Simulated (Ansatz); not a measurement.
Geometry optimisation, UKS PBE-D4/STO-3G in Ansatz 0.2.0.

Input file:

```yaml
crystal:
  periodic: [false, false, false]
  atoms:
    - { symbol: C, position_ang: [-0.6208, -1.104, 0.9346] }
    - { symbol: C, position_ang: [0.3864, -0.2148, 0.2208] }
    - { symbol: F, position_ang: [1.5831, -0.4137, 0.8147] }
    - { symbol: Al, position_ang: [0.6174, -0.7092, -1.7129] }
    - { symbol: Si, position_ang: [-0.0444, 1.6009, 0.3144] }
    - { symbol: F, position_ang: [1.1689, 2.5475, -0.3866] }
    - { symbol: H, position_ang: [-0.3718, -2.1328, 0.8676] }
    - { symbol: H, position_ang: [-1.6275, -0.8975, 0.4459] }
    - { symbol: H, position_ang: [-0.7314, -0.7618, 2.038] }
    - { symbol: H, position_ang: [-0.3928, -1.8632, -2.2842] }
    - { symbol: H, position_ang: [1.5821, 0.0337, -2.627] }
    - { symbol: H, position_ang: [-1.3032, 1.8613, -0.3399] }
    - { symbol: H, position_ang: [-0.2255, 2.0189, 1.7296] }
magnetization:
  spin_polarized: true
basis:
  gaussian: { orbitals: STO-3G }
hamiltonian:
  xc: pbe
  dispersion: d4
relax:
  f_tol: 0.02
  max_steps: 40
output:
  orbitals: {}
```

Launched with:

```bash
$ ansatz run input.yaml --threads 1 --pin off --max-ram 2048MiB --backend cpu --events-out ev --progress --plain --runs-dir out
```

Q: Where does it end, and by what steps?

A: The run converged. Limits of this set-up: minimal basis. After 35 steps the energy has fallen by 2.395 eV; F6 moved furthest, 1.72 Å. Joined: Al4–Si5, Al4–F6.

| step | energy less start (eV) | largest force component (eV/Å) | accepted |
| --- | --- | --- | --- |
| 0 | 0.0000 | 4.536 | yes |
| 2 | -0.7204 | 0.383 | yes |
| 4 | -0.7308 | 0.034 | yes |
| 6 | -0.7339 | 0.255 | no |
| 8 | -0.7427 | 0.145 | yes |
| 10 | -0.7586 | 0.096 | yes |
| 12 | -0.7639 | 0.330 | no |
| 14 | -0.7758 | 0.083 | yes |
| 16 | -0.7787 | 0.184 | yes |
| 18 | -0.7907 | 0.073 | yes |
| 20 | -0.8126 | 0.318 | yes |
| 22 | -1.0259 | 0.974 | yes |
| 24 | -2.0065 | 0.625 | yes |
| 26 | -2.3338 | 0.612 | yes |
| 28 | -2.3777 | 0.107 | yes |
| 30 | -2.3661 | 0.364 | no |
| 32 | -2.3938 | 0.070 | yes |
| 34 | -2.3949 | 0.035 | yes |
| 35 | -2.3950 | 0.007 | yes |

```xyz
13
Properties=species:S:1:pos:R:3
C -0.715 -1.269 0.885
C 0.457 -0.317 0.424
F 1.599 -0.579 1.222
Al 0.717 -0.170 -1.563
Si -0.124 1.538 0.411
F 0.106 1.573 -1.325
H -0.444 -2.326 0.691
H -1.643 -1.053 0.323
H -0.938 -1.179 1.968
H -0.350 -0.814 -2.419
H 2.141 -0.005 -2.041
H -1.525 1.947 0.553
H 0.741 2.621 0.886
```

Time of the run: 3 min on 1 CPU thread of a shared host.
